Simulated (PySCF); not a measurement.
# Electron correlation in I (iodine, neutral)

[Kr] 4d10 5s2 5p5, 2P determinant. Computed with PySCF 2.14 in cc-pVTZ-PP with ECP28MDF (5s4p3d1f, 39 functions), with scalar relativity through the core potential. Frozen: 4s2 4p6 4d10; 7 electrons correlated.

MP2 pair energies summed by pair of shells (mhartree):

| pair | energy | share (%) |
| --- | --- | --- |
| 5p-5p | -69.30 | 61.4 |
| 5s-5p | -37.08 | 32.8 |
| 5s-5s | -6.52 | 5.8 |

Total MP2 correlation energy: -112.90 mhartree.

Same-spin part -25.46 and opposite-spin part -87.44 mhartree; SCS-MP2 scales them by 1/3 and 6/5 to -113.41 mhartree.

```json
{"level": "CCSD", "correlation energy (mhartree)": "-131.18"}
{"level": "(T)", "correlation energy (mhartree)": "-3.93"}
{"level": "CCSD(T)", "correlation energy (mhartree)": "-135.11"}
```

Diagnostics: T1 = 0.0067, D1 = 0.0217, largest double amplitude 0.049.

Cost of the coupled-cluster step: 0.66 s of wall time on 1 thread of Neoverse-N1 (shared host), for 7 correlated electrons.
